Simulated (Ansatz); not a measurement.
`C#[C][AlH][CH3]`. Total charge 0; spin multiplicity 1.

Cartesian coordinates in Å:
```
C -0.601 -2.455 -1.079
C -0.533 -1.476 -0.369
Al -0.424 0.072 0.748
C 0.691 1.558 0.176
H -0.662 -3.318 -1.703
H -1.253 0.062 2.097
H 1.737 1.243 0.096
H 0.397 1.902 -0.821
H 0.648 2.412 0.857
```

List the harmonic frequencies (cm⁻¹, unscaled) at PBE0-D4/def2-TZVP in Ansatz. (An estimate is asked.)

Ansatz gave: 15, 115, 182, 278, 397, 546, 615, 668, 671, 713, 750, 761, 1220, 1438, 1441, 1936, 2122, 3038, 3109, 3136, 3456.
